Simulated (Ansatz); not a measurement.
[CrO3Cl]- (CrClO₃⁻). The state is a singlet with charge -1. Geometry PBE0-D4/def2-SVPD, basis def2-TZVPD, Ansatz.

```tsv
atom	x (Å)	y (Å)	z (Å)
Cr1	0.1583	-0.0102	-0.0405
O2	0.8160	-1.1018	0.8849
O3	0.2335	-0.4247	-1.5581
O4	0.8018	1.4072	0.1988
Cl5	-2.0097	0.1296	0.5149
```

```
run  HOMO (eV)  LUMO (eV)
  A      -3.30       1.81
  B      -2.12       1.02
  C      -3.54       2.09
  D      -5.96       3.93
  E      -1.90       1.28
  F      -6.00       4.26
```

B3LYP takes the VWN-RPA correlation.

**Question.** The runs used B3LYP, LDA (SPW92), PBE, PBE0, ωB97M-V, ωB97X-V. Estimate which is which.

**Answer.** A B3LYP (20 % exact exchange); B LDA (SPW92) (0 % exact exchange); C PBE0 (25 % exact exchange); D ωB97M-V (range-separated); E PBE (0 % exact exchange); F ωB97X-V (range-separated). Exact exchange lowers occupied and raises empty levels; among semilocal functionals meta-GGAs tend to open the gap a little, and such runs are hard to tell apart. The gap grows from 3.15 eV (LDA (SPW92)) to 10.26 eV (ωB97X-V). The restricted singlet is unstable towards broken spin symmetry in Hartree–Fock (as tested in another run); at B3LYP-D4/def2-TZVPD, LDA (SPW92)/def2-TZVPD, PBE0-D4/def2-TZVPD, ωB97M-V/def2-TZVPD and others this wasn't settled.
